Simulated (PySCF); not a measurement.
**Continuum solvent and chemical shifts**

Cartesian coordinates in Å; atom numbers follow the order of the lines, from 1:
```xyz
23

C     3.8846    1.7604   -0.5991
C     3.5085    0.6196    0.3421
C     2.2894   -0.1222   -0.1068
C     1.1481   -0.2668    0.5842
Si   -0.3256   -1.1989   -0.0716
N    -1.7341   -0.1807   -0.1919
Si   -3.3297   -0.3863    0.4788
C    -4.6416   -0.6570   -0.8360
H     3.0739    2.5024   -0.6640
H     4.0785    1.3911   -1.6188
H     4.7920    2.2786   -0.2542
H     4.3528   -0.0919    0.3973
H     3.3538    1.0006    1.3646
H     2.3589   -0.5708   -1.1100
H     1.0890    0.1937    1.5811
H     0.0899   -1.7595   -1.4001
H    -0.7167   -2.3229    0.8325
H    -1.5916    0.6799   -0.7165
H    -3.2612   -1.5644    1.3950
H    -3.7159    0.8248    1.2758
H    -5.6344   -0.7923   -0.3777
H    -4.7010    0.2079   -1.5157
H    -4.4136   -1.5495   -1.4392
```

GIAO PBE0/pcSseg-1 in PySCF 2.14.0 with density-fitted response routines on one PBE0-D3(BJ)/def2-SVP conformer, non-relativistic, equivalent nuclei averaged. Solvents enter as an IEF-PCM continuum (chloroform with ε = 4.7) around the gas-phase geometry. Shifts are referred to TMS computed in the same medium.

Gas phase, δ in ppm: C3 164.1, C4 133.9, C2 35.2, C1 15.9, C8 1.5, Si7 -23.9, Si5 -25.4, H14 6.39, H15 5.91, H16/H17 4.86, H19/H20 4.82, H12/H13 2.08, H9/H10/H11 1.03, H21/H22/H23 0.21. Dipole moment 1.62 D.

Q: How does each δ change in the continuum?

A: 
```
      atoms                               environment  Δδ, chloroform
         C3                                 alkene CH            +2.7
         C4                                 alkene CH            -0.5
         C2                           allylic sp3 CH2            +0.5
         C1                             methyl carbon            +0.2
         C8                methyl carbon bonded to Si            +0.1
        Si7               silicon bonded to C, N, 2 H            +0.2
        Si5               silicon bonded to C, N, 2 H            -0.4
        H14                  hydrogen on an alkene CH           +0.12
        H15                  hydrogen on an alkene CH           +0.03
    H16/H17      hydrogen on a silicon bonded to C, N           -0.08
    H19/H20      hydrogen on a silicon bonded to C, N           -0.09
    H12/H13            hydrogen on an allylic sp3 CH2           +0.05
 H9/H10/H11               hydrogen on a methyl carbon           +0.02
H21/H22/H23  hydrogen on a methyl carbon bonded to Si           +0.05
```

Changes are relative to the gas phase. The dipole moment becomes 1.96 D in chloroform.

Q: Which of the listed nuclei move most (in ppm), and what does the model miss? (N and O are left out, as their reference compounds move with the solvent too.)

A: C3 (alkene CH, +2.7 ppm) in chloroform. A continuum only polarises the solute; specific hydrogen bonds, the anisotropy of aromatic solvents and changes of geometry or conformer are outside it.
